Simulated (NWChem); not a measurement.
**Atomisation of isotetrasilane (H$_{10}$Si$_{4}$)**

```
Si
H 1 1.4980
Si 1 2.3610 2 108.39
H 3 1.4932 1 110.58 2 -60.05
H 3 1.4932 4 108.72 1 -121.57
H 3 1.4932 4 108.57 5 -117.95
Si 1 2.3610 2 108.39 3 -120.01
H 7 1.4932 1 110.58 2 60.05
H 7 1.4932 8 108.72 1 121.57
H 7 1.4932 8 108.57 9 117.95
Si 1 2.3611 2 108.38 3 120.00
H 11 1.4932 1 110.57 2 -60.24
H 11 1.4932 12 108.72 1 -121.57
H 11 1.4932 12 108.57 13 -117.95
```
Charge 0, spin multiplicity 1.

Program: NWChem. Structure: optimised with B3LYP/def2-SVP, with no frequency check, so it may be a saddle point.

Basis set: def2-SVP. The atomisation energy is electronic alone: no zero-point, thermal, spin-orbit or counterpoise terms. No value is extrapolated to the basis-set limit. Free atoms are single determinants with multiplicities Si 3, H 2. Correlated methods freeze the same cores in atoms and molecule, 20 orbitals in all.

B3LYP has NWChem's definition, with VWN1-RPA local correlation. No SCF solution was tested for a lower state. Open-shell Hartree-Fock references start from PBE0 orbitals.

Order these methods by the atomisation energy they give, lowest first: HF, B3LYP, PBE, PBE0, MP2, M06-2X.

HF (733.1 kcal/mol), MP2 (882.4 kcal/mol), PBE (934.5 kcal/mol), PBE0 (936.8 kcal/mol), B3LYP (941.4 kcal/mol), M06-2X (947.8 kcal/mol)
